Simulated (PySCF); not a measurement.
# Electric field gradients and quadrupole coupling constants

C₄H₁₁NSi₂.
Z-matrix (Å and degrees, GFN2-xTB geometry), rows numbered from 1:
```
C 
C   1  1.3264
C   2  1.4608  1  125.46
C   3  1.3360  2  119.78  1  -161.26
N   3  1.4041  2  118.26  1    16.04
Si  5  1.7432  3  119.79  2    58.25
Si  5  1.7405  3  118.13  2  -132.55
H   1  1.0766  2  121.72  3    -1.39
H   1  1.0769  2  121.73  3   178.04
H   2  1.0822  1  119.97  3  -176.65
H   4  1.0756  3  121.33  2     0.10
H   4  1.0753  3  121.67  2   179.49
H   6  1.4653  5  108.69  3   119.42
H   6  1.4654  5  108.70  3  -121.65
H   6  1.4591  5  107.68  3    -0.18
H   7  1.4605  5  106.18  3    30.87
H   7  1.4615  5  105.94  3   150.39
H   7  1.4685  5  112.23  3   -90.45
```

Field gradients from the PBE0/pcSseg-1 density (PySCF, non-relativistic), principal values in atomic units, ordered |Vxx| ≤ |Vyy| ≤ |Vzz|:

```json
{"atom": "N5", "Vxx": "0.1944", "Vyy": "0.6238", "Vzz": "-0.8182"}
```

**Question.** Find the asymmetry η = (Vxx − Vyy)/Vzz and the couplings χ = eQV/h (234.96 MHz × Q in barn × V in au), with Q(14N) = 0.02044 b.

**Answer.** 
```tsv
atom	environment	nucleus	η	χzz (MHz)	χxx (MHz)	χyy (MHz)
N5	nitrogen bridging silicon atoms	14N	0.52	-3.930	0.934	2.996
```

The tensor is traceless: Vxx + Vyy + Vzz = 0.

**Question.** What is Vzz at N5 in SI units (1 au = 9.71736 × 10²¹ V/m²)?

**Answer.** -0.8182 au = -7.951 × 10²¹ V/m².

**Question.** And the gradient at the other heavy atoms, for which no coupling is worked out here?

**Answer.** 
```
atom                      environment  Vzz (au)     η
  C1             terminal =CH2 carbon     0.322  0.34
  C2                 alkene CH carbon     0.320  0.56
  C3  vinylic carbon bearing nitrogen    -0.327  0.45
  C4             terminal =CH2 carbon     0.215  0.42
 Si6                     SiH3 silicon     0.400  0.19
 Si7                     SiH3 silicon     0.408  0.17
```

Were the hydrogens deuterons (Q(2H) = 0.00286 b), χzz would run from 106 kHz (H18) to 229 kHz (H11 and H12).

The structure is a single GFN2-xTB conformer in the gas phase; no vibrational or solvent corrections. GFN2-xTB bond lengths can be off by several hundredths of an ångström, more for odd bonds, and the gradients follow them. The small basis limits the accuracy of the gradients.
